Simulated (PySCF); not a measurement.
C₄H₇BO, SMILES B(CC#C)(O)C. Heavy atoms are numbered as in [CH:1]#[C:2][CH2:3][B:4]([CH3:5])[OH:6]. Hydrogens are named by the atom that carries them.

Geometry optimised at B3LYP-D3(BJ)/def2-SVP. The structure was generated by enumeration, and PubChem lists no compound with its InChIKey, so it may never have been made. Other conformers were not sampled.

These are PBE0/pcSseg-1 in PySCF values and carry that method's errors.

GIAO shieldings, no solvent; atoms alike by connectivity are averaged. δ = σ(ref) − σ: ¹³C against TMS (σ = 186.3 ppm); ¹¹B against BF3 (σ = 88.8 ppm); ¹⁷O against H2O (σ = 334.2 ppm); ¹H against TMS (σ = 31.56 ppm), references at their B3LYP-D3(BJ)/def2-TZVP geometries, non-relativistic.

```json
[
 {"nucleus": "¹³C", "atoms": "C2", "count": "1", "δ (ppm)": "87.3"},
 {"nucleus": "¹³C", "atoms": "C1 (CH)", "count": "1", "δ (ppm)": "78.9"},
 {"nucleus": "¹³C", "atoms": "C3 (CH2)", "count": "1", "δ (ppm)": "16.0"},
 {"nucleus": "¹³C", "atoms": "C5 (CH3)", "count": "1", "δ (ppm)": "6.1"},
 {"nucleus": "¹¹B", "atoms": "B4", "count": "1", "δ (ppm)": "36.8"},
 {"nucleus": "¹⁷O", "atoms": "O6 (OH)", "count": "1", "δ (ppm)": "195.2"},
 {"nucleus": "¹H", "atoms": "H on O6", "count": "1", "δ (ppm)": "7.33"},
 {"nucleus": "¹H", "atoms": "H on C1", "count": "1", "δ (ppm)": "2.28"},
 {"nucleus": "¹H", "atoms": "H on C3", "count": "2", "δ (ppm)": "2.07"},
 {"nucleus": "¹H", "atoms": "H on C5", "count": "3", "δ (ppm)": "0.77"}
]
```
